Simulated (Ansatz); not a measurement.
`OP([SiH3])S` from Hartree–Fock to CCSD(T)

Z-matrix (Å, degrees):
```
Si
P 1 2.276
H 1 1.486 2 107.8
H 1 1.484 2 109.1 3 -119.5
H 1 1.491 2 110.8 3 119.1
S 2 2.112 1 92.2 3 -167.1
O 2 1.647 1 102.2 3 -60.6
H 6 1.345 2 96.5 1 -160.3
H 7 0.964 2 114.7 1 -50.4
```

The species carries charge 0 and has multiplicity 1. The geometry is a stationary point of PBE0-D4/def2-TZVP. It is one conformer, not always the lowest. Frozen core, restricted reference, Ansatz. CBS rows extrapolate triple and quadruple zeta; past MP2 they add the triple-zeta difference.

| basis | HF (Eh) | MP2 corr. | CCSD corr. | (T) | CCSD(T) total |
| --- | --- | --- | --- | --- | --- |
| def2-SVP | -1104.60359 | ? | ? | -0.01670 | ? |
| def2-TZVPP | -1105.07292 | ? | -0.75048 | ? | ? |
| def2-QZVPP | -1105.10722 | -0.75718 | – | – | – |
| CBS(def2) | -1105.11195 | -0.80064 | -0.85260 | as TZ | -1105.99682 |

Q: Fill in the withheld values. (Best estimate.)

A: Computed: def2-SVP MP2 corr.: -0.53566; def2-SVP CCSD corr.: -0.59091; def2-SVP CCSD(T) total: -1105.21120; def2-TZVPP MP2 corr.: -0.69852; def2-TZVPP (T): -0.03227; def2-TZVPP CCSD(T) total: -1105.85567.
